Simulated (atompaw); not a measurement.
## How hard is this lanthanum PAW (atompaw) potential?

La, PAW, made with atompaw 4.2.0.5 (PBE, scalar-relativistic). Core [Kr] 4d10, reference 4f0 5s2 5p6 5d1 6s2 6p0. Waves: 5s (bound); 6s (bound); 5p (bound); 6p (bound, empty); 5d (bound); 5d channel at 1 Ry; 4f (bound, empty); 4f channel at 1.1 Ry. Local part: troulliermartins scheme with l = 4 at 0 Ry, radius 2.00 bohr. Core correction: smooth core density matched at 1.55 bohr. Augmentation charge: sinc compensation charge, radius 2.65 bohr; PAW radius 3.00 bohr; waves and projectors: bloechl.

The pseudo-atom Hamiltonian at the reference potential is diagonalised in spherical Bessel functions j_l(qr) that vanish at 20 bohr, with q² up to the cutoff. All-electron valence levels (Ry): 5s -2.8609, 6s -0.2704, 5p -1.6464, 6p -0.0994, 5d -0.2271, 4f -0.3193.

How do the lowest levels (Ry) of each channel move with the cutoff, and are there ghosts?

```
cutoff (Ry)     s #1     s #2     s #3     p #1     p #2    p #3     d #1     f #1    f #2  Σ f·Δε (mRy)
          8  -2.0204  -0.2664   0.0019  -0.6719  -0.0502  0.0638  -0.0896   0.0858  0.1462        7673.8
         15  -2.7409  -0.2691   0.0014  -1.4139  -0.0916  0.0470  -0.1575  -0.1604  0.0898        1707.2
         25  -2.8428  -0.2702  -0.0033  -1.6316  -0.0988  0.0447  -0.2149  -0.2739  0.0893         137.3
         45  -2.8580  -0.2704  -0.1828  -1.6452  -0.0993  0.0445  -0.2271  -0.3185  0.0892          13.2
         60  -2.8607  -0.2705  -0.1834  -1.6462  -0.0993  0.0445  -0.2271  -0.3193  0.0892           1.6
         90  -2.8609  -0.2705  -0.1842  -1.6464  -0.0993  0.0445  -0.2271  -0.3194  0.0892           0.0
        400  -2.8609  -0.2705  -0.1842  -1.6464  -0.0993  0.0445  -0.2271  -0.3194  0.0892           0.0
```

Result: ghost state, extra bound levels that the all-electron valence spectrum of the same l lacks: s at -2.51 eV (a true bound ghost makes a file unfit for plane-wave use); 10 mRy is reached at 50 Ry and 1 mRy at 70 Ry.
